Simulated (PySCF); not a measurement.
Radial density of Nd²⁺ (neodymium, charge +2)

UHF, [Xe] 4f4, one real determinant. Computed with PySCF 2.14 in cc-pVDZ-X2C (8s7p5d3f1g, 84 functions), with scalar relativity by spin-free X2C-1e.

```
r (bohr)  4πr²ρ (e/bohr)  4πr²(ρα − ρβ)
  0.0179           79.50         0.0018
  0.0302           69.18         0.0041
  0.0508           88.61         0.0077
  0.0854           100.4         0.0024
   0.144           77.50         0.0657
   0.242           83.82         0.6028
   0.406           34.13         2.4988
   0.684           36.09         3.9506
    1.15           11.36         2.4697
    1.93           4.920         0.4890
    3.25          0.3432         0.0134
    5.47        0.001620         0.0002
    9.21       1.094e-05         0.0000
```

Densities and radii are taken from the X2C orbitals without a picture-change correction, which distorts them close to the nucleus.

⟨L²⟩ = 34.02 against 42 for a pure I term, so this real determinant mixes terms. Spin-orbit coupling, absent here, splits the open shell strongly.
